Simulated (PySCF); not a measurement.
Computed shifts of a molecule C2H7NSi2, PBE/pcSseg-1 run with PySCF, GIAO, gas phase, equivalent atoms averaged, in ppm (number of nuclei): ¹⁵N: 304.4 (1). ¹³C: 119.8 (1), 0.9 (1). ²⁹Si: -64.2 (1), -112.7 (1). ¹H: 4.53 (1), 4.39 (1), 3.99 (3), 2.23 (1), 1.83 (1). References: ¹⁵N against NH3 (σ = 267.0 ppm); ¹³C against TMS (σ = 182.0 ppm); ²⁹Si against TMS (σ = 335.4 ppm); ¹H against TMS (σ = 31.49 ppm), references at their B3LYP-D3(BJ)/def2-TZVP geometries, non-relativistic. Geometry optimised at B3LYP-D3(BJ)/def2-SVP. One conformer was computed; it need not be the lowest.

Task: Pick the molecule that these values belong to.
(A) N#CC[SiH2][SiH3]
(B) C[Si@@H]1C=N[SiH2]1
(C) C[Si@@H]1N=C[SiH2]1
(D) N[SiH2]C#C[SiH3]

Result: A, N#CC[SiH2][SiH3]
